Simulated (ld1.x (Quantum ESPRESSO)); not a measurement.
## Cr (Z = 24): one change to a TM potential, before and after

- Element: Cr
- Generator: ld1.x (Quantum ESPRESSO) 7.5
- Type: norm-conserving Troullier–Martins (Kleinman–Bylander form)
- Functional: LDA (PZ)
- Relativity: scalar-relativistic
- Frozen core: [Ar]
- Valence charge: 6
- Reference configuration: 3d5 4s0 4p0 (charge +1)
- Partial waves: 4s (bound, empty): rc 2.40 bohr; 4p (bound, empty): rc 3.45 bohr; 3d (bound): rc 1.75 bohr; 4f channel at 0.2 Ry: rc 3.60 bohr
- Local potential: all-electron potential smoothed inside 2.65 bohr (lloc = -1)
- Core correction: Bessel-smoothed model core inside 1.60 bohr

Change: type ultrasoft; waves now 4s (bound): rcut 2.10, rcutus 2.40 bohr; 4s channel at -0.05 Ry: rcut 2.10, rcutus 2.40 bohr; 4p (bound): rcut 3.00, rcutus 3.45 bohr; 4p channel at -0.15 Ry: rcut 3.00, rcutus 3.45 bohr; 3d (bound): rcut 1.50, rcutus 1.75 bohr; 3d channel at 2.9 Ry: rcut 1.50, rcutus 1.75 bohr; 4f channel at 0.2 Ry: rcut 3.15, rcutus 3.60 bohr; 4f channel at 2.05 Ry: rcut 3.15, rcutus 3.60 bohr; local potential all-electron potential smoothed inside 1.45 bohr (lloc = -1); augmentation PSQ, inside the norm-conserving radii.

Cutoffs: the cutoffs (Ry, on a coarse ladder) from which the occupation-weighted sum of valence levels, in a spherical-Bessel basis at the reference potential, stays within 10 and 1 mRy of its value at 400 Ry; they do not see the model core or the augmentation charge, which bear on the density cutoff. Errors are all-electron minus pseudo energies relative to the spin-unpolarised reference configuration.

What does the change do?

The potential gets softer (80 Ry and 90 Ry → 35 Ry and 50 Ry); a bound ghost appears in s, which as a rule spoils a file; of the 9 tests that both files solve, the error grows in 0 and shrinks in 6 by more than 15 % and 0.3 meV (median size 243.2 → 125.0 meV); the range in which the s phases agree widens (upper end 0.4 → 4.3); the range in which the d phases agree widens (upper end 0.0 → at the end of the scan). Several settings change at once here, so the effects cannot be laid on one of them.

```csv
quantity,base,changed
"cutoff, loose",80 Ry,35 Ry
"cutoff, tight",90 Ry,50 Ry
bound ghosts,none,s
"error for 3d5 4s1 4p0, meV [ΔE -7.14 eV]",-14,-4.3
"error for 3d4 4s0 4p0, meV [ΔE 16.34 eV]",-191,-125
"error for 3d3 4s0 4p0, meV [ΔE 47.37 eV]",-1108,-927
"error for 3d4 4s1 4p1, meV [ΔE -3.53 eV]",-243,-135
"error for 3d4 4s2 4p0, meV [ΔE -7.20 eV]",-245,-104
"error for 3d5 4s0 4p1, meV [ΔE -3.94 eV]",-5.0,-5.0
"error for 3d5.5 4s0.5 4p0, meV [ΔE -6.42 eV]",-5.7,-3.4
"error for 3d5 4s0 4p0 (spin-polarised), meV [ΔE -4.46 eV]",+665,+578
"error for 3d5 4s1 4p0 (spin-polarised), meV [ΔE -12.06 eV]",+623,+566
s: phases at 3.92 bohr within 0.05 rad from the reference energy up to (Ry; the scan ends near 5),0.4,4.3
p: phases at 3.92 bohr within 0.05 rad from the reference energy up to (Ry; the scan ends near 5),0.8,1.1
d: phases at 3.92 bohr within 0.05 rad from the reference energy up to (Ry; the scan ends near 5),0.0,to the end of the scan
f: phases at 3.92 bohr within 0.05 rad from the reference energy up to (Ry; the scan ends near 5),2.6,2.4
```

 A true bound ghost makes a file unfit for plane-wave use even where its test errors are small: the radial tests pick states by their node count and pass the ghost by.
